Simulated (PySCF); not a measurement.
C3H5ClOSi. Atoms are numbered in the order given.

```xyz
11

C     -2.7898     1.2636     0.5533
C     -2.0046     0.7441    -0.2094
C     -1.0247     0.0929    -1.0640
Si     0.3235    -0.7651    -0.0535
O      1.3431    -1.6322    -1.0320
Cl     1.3802     0.7154     0.9546
H     -3.4905     1.7309     1.2186
H     -0.5477     0.8205    -1.7447
H     -1.5015    -0.6754    -1.6995
H     -0.2487    -1.7211     0.9145
H      1.9651    -1.1512    -1.5907
```

Geometry: B3LYP-D3(BJ)/def2-SVP. The structure was generated by enumeration; whether it is a known compound was not checked. Other conformers were not sampled.

The numbers are results of PySCF with TDA-PBE/def2-SVPD, not measurements.

Vertical excitations. The molecule is in vacuum.

**Question.** List the lowest excited states. (An estimate is asked for; the answer gives what the named calculation found.)

**Answer.** 
```csv
state,energy (eV),λ (nm),f,main pairs
S1,5.67,219,0.013,HOMO→LUMO 96 %
S2,5.92,209,0.000,HOMO−1→LUMO 100 %
S3,6.14,202,0.002,HOMO→LUMO+1 95 %
S4,6.31,197,0.004,"HOMO→LUMO+3 55 %, HOMO→LUMO+2 33 %"
S5,6.41,193,0.001,HOMO−1→LUMO+1 87 %
S6,6.43,193,0.020,"HOMO→LUMO+3 31 %, HOMO→LUMO+2 31 %, HOMO→LUMO+4 14 %, HOMO−1→LUMO+3 12 %"
S7,6.58,188,0.000,HOMO−1→LUMO+2 82 %
S8,6.73,184,0.005,"HOMO→LUMO+4 71 %, HOMO−1→LUMO+3 25 %"
S9,6.95,178,0.006,HOMO−1→LUMO+4 97 %
S10,7.01,177,0.002,HOMO−2→LUMO 93 %
T1,5.20,239,0,"HOMO→LUMO 30 %, HOMO→LUMO+2 30 %, HOMO−1→LUMO+3 18 %, HOMO→LUMO+3 6 %"
T2,5.59,222,0,"HOMO→LUMO 52 %, HOMO−1→LUMO+3 36 %, HOMO−1→LUMO+2 8 %"
T3,5.65,220,0,"HOMO→LUMO+3 38 %, HOMO−1→LUMO 25 %, HOMO−1→LUMO+2 14 %, HOMO→LUMO+2 10 %"
T4,5.79,214,0,"HOMO→LUMO+2 33 %, HOMO−1→LUMO+3 23 %, HOMO→LUMO 17 %, HOMO→LUMO+3 9 %"
```
Triplets are in the Tamm–Dancoff approximation.
